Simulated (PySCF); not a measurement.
# Dipole polarisabilities along group 12, charge +1

Calculated with PySCF 2.14 for the ground configurations, without spin-orbit coupling: coupled response for Hartree-Fock and DFT. Mean α in bohr³, C₆ of like pairs in atomic units.

| species | α UHF | α PBE | α PBE0 | C₆ UHF | C₆ PBE | C₆ PBE0 |
| --- | --- | --- | --- | --- | --- | --- |
| Zn⁺ [Ar] 3d10 4s1 (aug-cc-pVTZ-DK, spin-free X2C) | 23.72 | 16.72 | 18.00 | 101.6 | 68.55 | 74.03 |
| Cd⁺ [Kr] 4d10 5s1 (aug-cc-pVTZ-PP with ECP28MDF, ECP) | 32.37 | 22.06 | 23.69 | 192.3 | 131.2 | 139.8 |
| Hg⁺ [Xe] 4f14 5d10 6s1 (aug-cc-pVTZ-PP with ECP60MDF, ECP) | 24.36 | 19.16 | 19.85 | 175.6 | 145.2 | 148.5 |

The values depend on the diffuse functions of the basis.
